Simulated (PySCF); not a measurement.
C4H6S, SMILES C1(=C)CCS1.

The structure is a stationary point at B3LYP-D3(BJ)/def2-SVP.

Two levels are set side by side: PBE/def2-TZVP (PySCF) and r2SCAN/def2-TZVP (PySCF). Same geometry, gas phase. Differences are taken from unrounded values.

| quantity | r2SCAN |
|---|---|
| orbital gap (eV) | 4.31 |
| highest occupied level (eV) | -5.23 |
| lowest empty level (eV) | -0.91 |
| dipole moment (D) | 1.94 |
| mean polarisability (bohr³) | 66.3 |

### Question
What does PBE give, and how far is it from r2SCAN? (Estimate from the structure and the level; the computed values follow.)

### Answer

| quantity | PBE | PBE minus r2SCAN |
|---|---|---|
| orbital gap (eV) | 3.89 | -0.42 |
| highest occupied level (eV) | -5.04 | 0.18 |
| lowest empty level (eV) | -1.15 | -0.23 |
| dipole moment (D) | 1.83 | -0.11 |
| mean polarisability (bohr³) | 67.2 | 0.9 |

Rough cost on one machine, each run with all the roots and properties that it gave: r2SCAN against PBE about 4 times.
